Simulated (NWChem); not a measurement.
The numbers come from NWChem runs, not from measurements. System: CH7InS, charge 0, spin multiplicity 1, at a geometry optimised with B3LYP/def2-SVP with def2 effective core potentials on In. The structure started from a generated list of species. Level: RHF/def2-TZVP with def2 effective core potentials on In.

Input file:

```
start mol
memory heap 200 mb stack 800 mb global 1000 mb
geometry units angstroms nocenter noautoz
  In     0.498263     0.509201     0.000000
  H      1.342251     0.269129     1.511344
  H      1.342251     0.269129    -1.511344
  C     -1.436446     1.553439     0.000000
  H     -2.025383     1.308215    -0.897262
  H     -1.259133     2.641362     0.000000
  H     -2.025383     1.308215     0.897262
  S     -0.630419    -2.248703     0.000000
  H     -1.542066    -2.044144     0.979061
  H     -1.542066    -2.044144    -0.979061
  symmetry group Cs
end
basis spherical
  * library def2-tzvp
end
ecp
  In library def2-ecp
end
scf
  rhf
  nopen 0
  maxiter 100
  thresh 1e-7
  semidirect memsize 60000000 filesize 0
end
task scf energy
```

NWChem printed:

```
             Northwest Computational Chemistry Package (NWChem) 7.3.0
             --------------------------------------------------------

                                NWChem Input Module
                                -------------------

 Scaling coordinates for geometry "geometry" by  1.889725989
 (inverse scale =  0.529177249)

 Turning off AUTOSYM since
 SYMMETRY directive was detected!

                             Geometry "geometry" -> ""
                             -------------------------

 Output coordinates in angstroms (scale by  1.889725989 to convert to a.u.)

  No.       Tag          Charge          X              Y              Z
 ---- ---------------- ---------- -------------- -------------- --------------
    1 In                  49.0000     0.49826300     0.50920100     0.00000000
    2 H                    1.0000     1.34225100     0.26912900     1.51134400
    3 H                    1.0000     1.34225100     0.26912900    -1.51134400
    4 C                    6.0000    -1.43644600     1.55343900     0.00000000
    5 H                    1.0000    -2.02538300     1.30821500    -0.89726200
    6 H                    1.0000    -1.25913300     2.64136200     0.00000000
    7 H                    1.0000    -2.02538300     1.30821500     0.89726200
    8 S                   16.0000    -0.63041900    -2.24870300     0.00000000
    9 H                    1.0000    -1.54206600    -2.04414400     0.97906100
   10 H                    1.0000    -1.54206600    -2.04414400    -0.97906100

 Effective nuclear repulsion energy (a.u.)     334.8952110153

            Nuclear Dipole moment (a.u.)
            ----------------------------
        X                 Y               Z
 ---------------- ---------------- ----------------
    -0.0000415740    -0.0000056692     0.0000000000

      Symmetry information
      --------------------

 Group name             Cs
 Group number              2
 Group order               2
 No. of unique centers     7

      Symmetry unique atoms

     1    2    4    5    6    8    9


 Summary of "ao basis" -> "" (spherical)
[...]
    10      0.202799   1 In px               13     -0.185857   1 In px
    74      0.164370   4 C  px               16     -0.162239   1 In px

 Vector   26  Occ=0.000000D+00  E= 6.232368D-02  Symmetry=a'
              MO Center=  8.9D-01,  9.2D-01,  6.9D-13, r^2= 1.1D+01
   Bfn.  Coefficient  Atom+Function         Bfn.  Coefficient  Atom+Function
  ----- ------------  ---------------      ----- ------------  ---------------
    20      1.102991   1 In py               19      0.488556   1 In px
   116      0.455928   8 S  s                14      0.165051   1 In py

 Vector   27  Occ=0.000000D+00  E= 8.678741D-02  Symmetry=a'
              MO Center=  6.7D-01,  4.1D-01,  3.9D-14, r^2= 1.4D+01
   Bfn.  Coefficient  Atom+Function         Bfn.  Coefficient  Atom+Function
  ----- ------------  ---------------      ----- ------------  ---------------
    67      1.780581   4 C  s                19      1.423510   1 In px
     6     -0.849360   1 In s                20     -0.656518   1 In py
    74      0.344369   4 C  px               53     -0.274280   2 H  s
    59     -0.274280   3 H  s                75     -0.271638   4 C  py
    16      0.269034   1 In px              129     -0.231025   8 S  px

 Vector   28  Occ=0.000000D+00  E= 1.041377D-01  Symmetry=a"
              MO Center=  1.1D-01,  5.6D-01,  6.4D-14, r^2= 1.5D+01
   Bfn.  Coefficient  Atom+Function         Bfn.  Coefficient  Atom+Function
  ----- ------------  ---------------      ----- ------------  ---------------
    21      1.709761   1 In pz               53     -0.746458   2 H  s
    59      0.746458   3 H  s               131     -0.372053   8 S  pz
   151      0.245956   9 H  s               157     -0.245956  10 H  s
    18     -0.236161   1 In pz               76     -0.208178   4 C  pz

 center of mass
 --------------
 x =   0.16063779 y =   0.07944692 z =   0.00000000

 moments of inertia (a.u.)
 ------------------
         883.260761093224        -162.471024921742           0.000000000000
        -162.471024921742         325.841174083947           0.000000000000
           0.000000000000           0.000000000000        1150.829675391284

  Mulliken analysis of the total density
  --------------------------------------

    Atom       Charge   Shell Charges
 -----------   ------   -------------------------------------------------------
    1 In  21    20.45   0.39 -0.81  1.54  0.87  0.70  0.31 -0.41  6.39  0.60  0.66  0.06  8.93  1.06  0.13  0.03  0.00
    2 H    1     1.16   0.21  0.56  0.37  0.01
    3 H    1     1.16   0.21  0.56  0.37  0.01
    4 C    6     6.69   0.85  1.12  0.46  0.71  0.14  1.21  1.51  0.63  0.01  0.03  0.00
    5 H    1     0.89   0.26  0.49  0.12  0.02
    6 H    1     0.88   0.26  0.49  0.11  0.02
    7 H    1     0.89   0.26  0.49  0.12  0.02
    8 S   16    16.26   2.01  0.49  1.48  1.05  0.80  4.18  1.69  0.87  2.41  1.16  0.04  0.08  0.01
    9 H    1     0.81   0.23  0.48  0.09  0.02
   10 H    1     0.81   0.23  0.48  0.09  0.02

       Multipole analysis of the density wrt the origin
       ------------------------------------------------

     L   x y z        total         open         nuclear
     -   - - -        -----         ----         -------
     0   0 0 0      0.000000      0.000000     50.000000

     1   1 0 0     -0.902808      0.000000    -26.364297
     1   0 1 0     -0.629287      0.000000    -26.943016
     1   0 0 1     -0.000000      0.000000      0.000000

     2   2 0 0    -36.140409      0.000000    150.347800
     2   1 1 0      4.093112      0.000000     46.506823
     2   1 0 1      0.000000      0.000000      0.000000
     2   0 2 0    -33.763708      0.000000    427.571510
     2   0 1 1      0.000000      0.000000      0.000000
     2   0 0 2    -36.864953      0.000000     28.909910

 Task  times  cpu:       13.2s     wall:       13.2s

 Total times  cpu:       13.3s     wall:       13.3s
```
